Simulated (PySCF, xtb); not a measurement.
Ga(Br)(OH)(NH2) (BrGaH₃NO), SMILES [NH2][Ga]([OH])[Br]. One conformer was computed; it need not be the lowest.

Harmonic wavenumbers (cm⁻¹) from GFN2-xTB in xtb 6.7.1 at its own minimum, in rising order: 102, 130, 145, 220, 279, 300, 422, 483, 580, 610, 659, 1422, 3359, 3396, 3632.

Task: What does PBE-D3(BJ)/def2-SVP in PySCF 2.14.0 give at its own minimum? (The exact figures need the calculation; the answer reports its results.)

Result: 120, 154, 156, 279, 289, 302, 341, 666, 720, 753, 836, 1463, 3494, 3605, 3739. Paired by order, the mean absolute difference is 89 cm⁻¹ and the zero-point energies are 22.5 and 24.2 kcal/mol.
